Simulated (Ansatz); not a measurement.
These are Ansatz (a quantum-chemistry and plane-wave program) with PBE-D3(BJ)/def2-TZVP // PBE0-D3(BJ)/def2-SVP values and carry that method's errors. Gas-phase values, no solvent. One relaxed conformer stands for a flexible species; it need not be the lowest.  In the def2 sets, heavy atoms carry core potentials.

Reference species (SMILES): `[CH3][Sn]([OH])([OH])[OH]` (neutral, multiplicity 1).

```json
{
 "vertical ionisation energy (Delta-SCF)": "9.68 eV",
 "HOMO": "-6.78 eV",
 "LUMO": "-1.85 eV"
}
```

Changed species: `[OH][Sn]([CH2]C=C)([OH])[OH]` (Y = allyl; the reference has Y = methyl).

Problem. What does the change do to the vertical ionisation energy (Delta-SCF), HOMO and LUMO?

Solution. the vertical ionisation energy (Delta-SCF) decreases by 0.93 eV, to 8.75 eV; the HOMO goes up by 0.59 eV, to -6.19 eV; the LUMO drops by 0.24 eV, to -2.09 eV.
